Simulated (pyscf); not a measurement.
**HO–Ta(F)(F)(F)–F, singlet**

Gas-phase minimum from PySCF at ωB97X-D3(BJ)/def2-SVP, one conformer. 

```
Ta
F 1 1.8659
F 1 1.8660 2 119.78
F 1 1.8662 2 120.04 3 -173.44
O 1 1.8762 2 91.87 3 93.44
H 5 0.9574 4 135.61 1 179.32
F 1 1.8916 2 87.97 5 179.71
```

Properties at ωB97X-D3(BJ)/def2-SVP:

```
Quantity                                                                                                                                                                                       Value
---------------------------------------------------------------------------------------------------------------------  -----------------------------------------------------------------------------
Harmonic wavenumbers, unscaled                                                                                         96, 98, 192, 193, 261, 292, 293, 434, 434, 666, 713, 715, 715, 785, 4017 cm⁻¹
Zero-point energy                                                                                                                                                                      14.2 kcal/mol
Rotational symmetry number                                                                                                                                                                         3
Entropy of this conformer at 298 K and 1 atm, rigid rotor and harmonic oscillator, modes under 100 cm⁻¹ raised to 100                                                                365.0 J/(mol K)
Dipole moment                                                                                                                                                                                 3.49 D
```

Single-point totals, which compare only within one level:

| level | total energy (hartree) |
|---|---|
| ωB97X-D3(BJ)/def2-TZVP | -532.83203 |
| PBE/def2-TZVP | -532.36650 |
| r²SCAN/def2-TZVP | -532.62326 |
| B3LYP-D3(BJ)/def2-TZVP | -532.80689 |
| PBE0-D3(BJ)/def2-TZVP | -532.30495 |
| M06-2X/def2-TZVP | -532.49416 |
| ωB97M-D3(BJ)/def2-TZVP | -532.81333 |

Soft torsions are taken as harmonic, which can shift the entropy by several J/(mol K). Elements past Kr carry the def2 core potentials, without spin-orbit coupling.
